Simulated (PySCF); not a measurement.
B3LYP has the VWN-RPA correlation part, as in Gaussian. 

```xyz
4

N      1.7665    -0.2434    -0.0046
C      0.6616     0.0913     0.0030
S     -0.9237     0.6833     0.0169
H     -1.5044    -0.5312    -0.0152
```

Charge 0, multiplicity 1.

### Question
Give the Mulliken and meta-Löwdin atomic charges from B3LYP-D3(BJ)/def2-TZVP in PySCF.

### Answer

```
atom  Mulliken (e)  meta-Löwdin (e)
----  ------------  ---------------
N1           -0.01            -0.21
C2           -0.13            -0.04
S3           -0.03             0.12
H4            0.17             0.12
```
